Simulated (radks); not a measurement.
Results of a calculation; reference values are marked as such.
Spherical jellium clusters: N electrons in a uniform positive sphere of charge N and radius rs N^(1/3), rs = 2.45 bohr. Level of theory: non-relativistic Kohn-Sham, LDA (Slater exchange, Perdew-Wang correlation), spin-polarised, spherical densities (a radial shooting solver with Libxc functionals). Levels are named by radial order and angular momentum (1s, 1p, 1d, 2s, ...), and open shells are averaged over m.

N = 3, configuration 1s2 1p(up 1, down 0). This is the lowest configuration that the search found. Occupied and some empty levels:

level    occupation  eigenvalue (eV)  <r> (bohr)
1s up             1          -6.3791       2.901
1s down           1          -5.9346       2.876
1p up             1          -2.3918       4.434
1p down           0          -1.9240       4.578
2s up             0         -0.62893       8.347
2s down           0         -0.46852       9.060

Energy (eV): total -1.89391, kinetic 10.239, external -73.052, Hartree 32.860, exchange-correlation -13.526, background 41.585.
